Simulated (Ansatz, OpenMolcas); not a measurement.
## How basis sets differ on AlNH4O2 (SMILES [NH2][Al]([OH])[OH])

AlNH4O2: 8 atoms, total charge 0, spin state singlet. As SMILES, `[NH2][Al]([OH])[OH]`. The shape is that of a PBE0-D4/def2-TZVP optimisation. This is one conformer, not always the lowest.

Quantity: the HOMO–LUMO gap, in eV. The values are calculated.

| level | kind | program | value (eV) | CPU time |
| --- | --- | --- | --- | --- |
| HF/ANO-RCC-MB (DKH2) | Hartree–Fock | OpenMolcas | 15.72 | 2.2 s |
| HF/ANO-S-MB | Hartree–Fock | OpenMolcas | 15.34 | 2.6 s |
| HF/STO-3G | Hartree–Fock | Ansatz | 18.89 | 0.4 s |
| HF/3-21G | Hartree–Fock | OpenMolcas | 14.19 | 1.8 s |
| HF/def2-SVP | Hartree–Fock | Ansatz | 13.70 | 1.9 s |
| HF/6-311+G** | Hartree–Fock | OpenMolcas | 12.13 | 19 s |

The values span 12.13 to 18.89 eV. A Hartree–Fock LUMO above zero doesn't converge with the basis: it sinks as sets grow more diffuse. Orbital gaps aren't excitation energies. CPU times are rough (shared hosts, several kinds of processor and program).
